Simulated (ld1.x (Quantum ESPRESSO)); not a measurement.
# Configuration tests for Pb (TM)

ld1.x (Quantum ESPRESSO) 7.5 input, shortened:

```
&input
   title='Pb', zed=82., rel=2, dft='PZ', iswitch=3,
   config='[Xe] 4f14 5d10 6s2 6p0', rel_dist='average'
 /
 &inputp
   pseudotype=2, tm=.true., lloc=1,
   nlcc=.true.
 /
3
6S  1  0   2.00   0.00  1.30  1.30  0.0
5D  3  2  10.00   0.00  1.65  1.65  0.0
6P  2  1   0.00   0.00  1.85  1.85  0.0
 &test
   configts(1)='5d10 6s2 6p0'
 /
```

Open shells are filled in proportion to 2j + 1 (rel_dist='average').

Energies are relative to the spin-unpolarised reference configuration 5d10 6s2 6p0; without spin polarisation the order of configurations can differ from experiment. The p channel is local and has no spin–orbit splitting in the pseudo-atom.

```
valence configuration  charge  ΔE all-electron (eV)  error AE − PS (meV)
         5d10 6s2 6p2       0               -20.881                 -415
         5d10 6s2 6p1      +1               -13.924                 -255
         5d10 6s1 6p0      +3                32.871                  -46
         5d10 6s0 6p0      +4                76.051                 -248
          5d9 6s2 6p2      +1                 6.336                 -859
         5d10 6s0 6p4       0                -3.221                -1259
```

(1) What are ΔE and the potential's error for 5d9 6s2 6p3?

Note: ghost state, extra bound levels that the all-electron valence spectrum of the same l lacks: s at -120.8 eV. A true bound ghost makes a file unfit for plane-wave use.

## Answers

(1) ΔE = -1.867 eV all-electron; the error (AE − PS) is -1065 meV.

These tests converged, but a pseudo level misses the all-electron one widely, so the file describes the atom poorly there or has found another state: 5d10 6s2 6p2: 6p by 1.1 eV; 5d9 6s2 6p3: 6p by 1.4 eV; 5d10 6s0 6p4: 6p by 1.3 eV.
